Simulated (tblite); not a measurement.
C3H8Ge2N2O.
Bonds: C1–N2 (double), N2–Ge3, Ge3–O4, O4–C5, C5–Ge6, Ge6–C7, C7–N8 (triple). Hydrogens: H9, H10 on C1; H11, H12 on Ge3; H13, H14 on C5; H15, H16 on Ge6.

Computed with GFN2-xTB (tblite), gas phase: L-BFGS steps from a force-field or distance-geometry start until the largest atomic force falls under 0.01 eV/Å.

Geometry at step 6:
```
atom  x, y, z in Å
C1      3.0316    1.3447    0.1723
N2      1.9272    0.9647    0.6322
Ge3     1.3582   -0.7756    0.3137
O4     -0.0845   -1.1147    1.2564
C5     -1.3508   -1.3135    0.6668
Ge6    -1.9248    0.2159   -0.4480
C7     -2.9529    1.3584    0.6844
N8     -3.5679    1.9971    1.4128
H9      3.3870    2.3458    0.3951
H10     3.6955    0.7428   -0.4590
H11     1.0501   -1.0208   -1.1519
H12     2.4206   -1.7352    0.7611
H13    -1.3504   -2.2312    0.0641
H14    -2.1017   -1.4569    1.4602
H15    -0.7390    0.9879   -0.9542
H16    -2.8057   -0.3003   -1.5501
```

Task: What forces act on the atoms?

Result: 
```json
{"atom": "C1", "Fx (eV/Å)": "0.021", "Fy (eV/Å)": "0.038", "Fz (eV/Å)": "-0.004"}
{"atom": "N2", "Fx (eV/Å)": "0.048", "Fy (eV/Å)": "-0.055", "Fz (eV/Å)": "-0.080"}
{"atom": "Ge3", "Fx (eV/Å)": "0.029", "Fy (eV/Å)": "-0.140", "Fz (eV/Å)": "0.032"}
{"atom": "O4", "Fx (eV/Å)": "0.133", "Fy (eV/Å)": "-0.018", "Fz (eV/Å)": "0.044"}
{"atom": "C5", "Fx (eV/Å)": "-0.021", "Fy (eV/Å)": "-0.045", "Fz (eV/Å)": "-0.023"}
{"atom": "Ge6", "Fx (eV/Å)": "-0.037", "Fy (eV/Å)": "-0.100", "Fz (eV/Å)": "0.021"}
{"atom": "C7", "Fx (eV/Å)": "-0.246", "Fy (eV/Å)": "0.280", "Fz (eV/Å)": "0.141"}
{"atom": "N8", "Fx (eV/Å)": "0.174", "Fy (eV/Å)": "-0.166", "Fz (eV/Å)": "-0.221"}
{"atom": "H9", "Fx (eV/Å)": "-0.070", "Fy (eV/Å)": "0.076", "Fz (eV/Å)": "0.023"}
{"atom": "H10", "Fx (eV/Å)": "0.003", "Fy (eV/Å)": "0.026", "Fz (eV/Å)": "0.060"}
{"atom": "H11", "Fx (eV/Å)": "-0.036", "Fy (eV/Å)": "-0.010", "Fz (eV/Å)": "-0.033"}
{"atom": "H12", "Fx (eV/Å)": "-0.039", "Fy (eV/Å)": "-0.119", "Fz (eV/Å)": "0.116"}
{"atom": "H13", "Fx (eV/Å)": "-0.011", "Fy (eV/Å)": "0.001", "Fz (eV/Å)": "0.017"}
{"atom": "H14", "Fx (eV/Å)": "0.281", "Fy (eV/Å)": "-0.025", "Fz (eV/Å)": "0.051"}
{"atom": "H15", "Fx (eV/Å)": "-0.133", "Fy (eV/Å)": "0.081", "Fz (eV/Å)": "-0.045"}
{"atom": "H16", "Fx (eV/Å)": "-0.097", "Fy (eV/Å)": "0.175", "Fz (eV/Å)": "-0.100"}
```

The largest, 0.40 eV/Å, acts on C7; the rms over all components is 0.106 eV/Å. The forces sum to zero within rounding, as they must for an isolated molecule in no field.

Task: Give the force on C7 in Eh/bohr and in nN.

Result: 0.398 eV/Å ÷ 51.422 = 0.00775 Eh/bohr, and 0.398 eV/Å × 1.602 = 0.64 nN.

Task: How far is this geometry from the end of the optimisation?

Result: 0.466 eV above it, and 1.217 Å rms away after alignment. The bonds farthest from their final lengths, with half the difference of the two atoms' forces along the bond (positive lengthens):

```tsv
bond	now (Å)	final (Å)	force along bond (eV/Å)
Ge6–H16	1.502	1.522	+0.01
Ge3–O4	1.756	1.737	-0.05
C5–Ge6	1.978	1.995	-0.03
N2–Ge3	1.858	1.846	+0.03
Ge3–H11	1.518	1.509	+0.03
Ge6–C7	1.909	1.915	+0.21
```

The angle farthest from its final value is C1–N2–Ge3, 119.3° against 129.7°.

Of the 4 listed bonds off by 0.010 Å or more, this force points towards the final length in 2.

What follows is the cost of the whole relaxation. On one thread of an Arm Neoverse N1, no GPU, shared host with 64 logical CPUs at a one-minute load of 18, this took 3.2 s.
